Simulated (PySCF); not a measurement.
An excited-state job on `CC#CB(N)SC`.

Computed with TDDFT wB97X-D/def2-SVPD, vertical, gas phase, core orbitals frozen in the response (PySCF 2.14.0, density-fitted response routines). Geometry: GFN2-xTB. The command runs a driver script over a list of jobs; the input below is this job's line of settings and its coordinates in Å.

Command:
```bash
OMP_NUM_THREADS=1 python probes_run.py task.json out
```

Input:
```
{"job": {"kind": "uv", "xc": "wB97X-D", "basis": "def2-SVPD", "nstates": 8, "ntriplets": 3}, "charge": 0, "multiplicity": 1}
C      2.407068     1.406700     0.718806
C      1.367387     0.439447     0.445972
C      0.512269    -0.381124     0.220716
B     -0.591707    -1.369809    -0.083380
N     -0.366940    -2.741441    -0.008572
S     -2.253790    -0.814224    -0.575352
C     -2.145742     1.007254    -0.511893
H      1.978286     2.302164     1.169612
H      3.143548     0.982874     1.401786
H      2.907237     1.684083    -0.209549
H     -1.077659    -3.423235    -0.210641
H      0.518155    -3.145106     0.243043
H     -2.546682     1.396649    -1.442514
H     -2.745648     1.359090     0.322577
H     -1.110197     1.304669    -0.387420
```

Task: What does the run print?

Result: 
```
coarse grid: 13080 points
cycle   1  E = -634.5800421925  dE =  9.154e-01  |g| = 4.192e-01  |ddm| = 1.012e+01
cycle   2  E = -634.6022963422  dE = -2.225e-02  |g| = 3.678e-01  |ddm| = 1.578e+00
cycle   3  E = -634.6314557445  dE = -2.916e-02  |g| = 8.960e-02  |ddm| = 9.797e-01
cycle   4  E = -634.6332704323  dE = -1.815e-03  |g| = 3.823e-02  |ddm| = 2.254e-01
cycle   5  E = -634.6336322065  dE = -3.618e-04  |g| = 1.087e-02  |ddm| = 1.327e-01
cycle   6  E = -634.6336605627  dE = -2.836e-05  |g| = 2.110e-03  |ddm| = 2.538e-02
cycle   7  E = -634.6336621086  dE = -1.546e-06  |g| = 5.594e-04  |ddm| = 1.256e-02
final grid: 121760 points
cycle   8  E = -634.7044549493  dE = -8.375e-05  |g| = 6.943e-03  |ddm| = 3.250e-01
cycle   9  E = -634.7044567783  dE = -1.829e-06  |g| = 6.605e-03  |ddm| = 3.169e-02
cycle  10  E = -634.7044660361  dE = -9.258e-06  |g| = 5.800e-04  |ddm| = 9.413e-03
cycle  11  E = -634.7044661176  dE = -8.152e-08  |g| = 2.521e-04  |ddm| = 3.193e-03
cycle  12  E = -634.7044661358  dE = -1.814e-08  |g| = 8.943e-05  |ddm| = 9.620e-04
cycle  13  E = -634.7044661379  dE = -2.081e-09  |g| = 3.738e-05  |ddm| = 2.593e-04
cycle  14  E = -634.7044661383  dE = -4.558e-10  |g| = 1.244e-05  |ddm| = 1.162e-04
converged SCF energy = -634.7044661383

Static polarisability (au): isotropic 92.656, principal 64.751 95.165 118.051

Singlet excitations
state   eV       nm        f      main configurations
  1   5.5366    223.9   0.00104   H-1->L 0.90
  2   5.6750    218.5   0.13741   H->L 0.88
  3   5.9366    208.8   0.00029   H->L+2 0.57, H->L+1 0.23
  4   6.1598    201.3   0.06857   H-2->L 0.65
  5   6.4059    193.5   0.01009   H->L+1 0.45, H->L+3 0.27, H->L+2 0.12
  6   6.6433    186.6   0.00052   H-2->L+3 0.21, H-2->L+6 0.16, H-2->L+1 0.14
  7   7.0106    176.9   0.01425   H->L+3 0.38, H->L+4 0.26
  8   7.2069    172.0   0.00078   H-3->L 0.81

Triplet excitations (Tamm-Dancoff, eV): 4.8014 4.9812 5.2233
```

The SCF starts on a coarse grid where the log names one; the energy can jump when the final grid takes over, and dE then counts from the start density on the new grid. H and L stand for HOMO and LUMO; the number after each pair is its weight.

Task: Give S1 in cm⁻¹ and kJ/mol.

Result: 5.5366 eV × 8065.54 = 44656 cm⁻¹; × 96.485 = 534.2 kJ/mol.

Task: Which computed singlet has the largest oscillator strength, and what do all of them sum to?

Result: State 2 at 5.67 eV (218 nm), f = 0.137; the 8 states sum to 0.233.

In short: HOMO -8.35 eV, LUMO 1.43 eV; lowest singlet 5.54 eV; lowest triplet 4.80 eV (Tamm–Dancoff); mean polarisability 92.7 au.

Task: How long does this job take on one thread, Arm Neoverse V1 (aarch64), no GPU, shared host with 64 logical CPUs at a one-minute load of 50? And the peak memory of the process?

Result: About 48 s, with 0.88 GiB resident at the peak, the Python interpreter and its libraries included.

One conformer stands for the species.
Labels such as C1 count atoms from 1, the log's own numbers from 0.

The pairwise dispersion term of wB97X-D wasn't added to the energies; at a given geometry it leaves orbitals and properties as they are.
